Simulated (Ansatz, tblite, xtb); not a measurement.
Scan of H2F (cation, charge +1), singlet: symmetric bend, bond length relaxed. Scanned: H-F-H angle. Other coordinates (F-H bond length) were minimised at PBE0/def2-TZVP.

- GFN2-xTB, 300 K electronic temperature (tblite)
- GFN1-xTB (xtb)
- RHF/cc-pVDZ (Ansatz, a program for electronic structure)
- FCI/cc-pVDZ = full CI/cc-pVDZ, frozen core (Ansatz)

Energies relative to the lowest point of each profile, in kcal/mol:

```
a / °   GFN2-xTB  GFN1-xTB  RHF/cc-pVDZ
------  --------  --------  -----------
180          0.0       0.4         15.0
170.01       0.0       0.3         14.2
163.35       0.0       0.2         12.9
141.66       0.7       0.1          6.0
130.94       1.9       0.6          2.6
123.07       3.4       1.5          0.8
98.79       12.1       8.1          3.0
92.58       15.5      11.0          6.3
84.52       20.9      15.7         12.8
77.22       26.7      20.9         20.8
66.22       37.2      30.8         37.3
60          44.4      37.8         49.2
```

**Question.** What does FCI/cc-pVDZ give at the same points?

**Answer.** 180: 18.5; 170.01: 17.6; 163.35: 16.1; 141.66: 8.1; 130.94: 4.0; 123.07: 1.6; 98.79: 1.7; 92.58: 4.3; 84.52: 9.7; 77.22: 16.7; 66.22: 31.8; 60: 43.0 (kcal/mol).
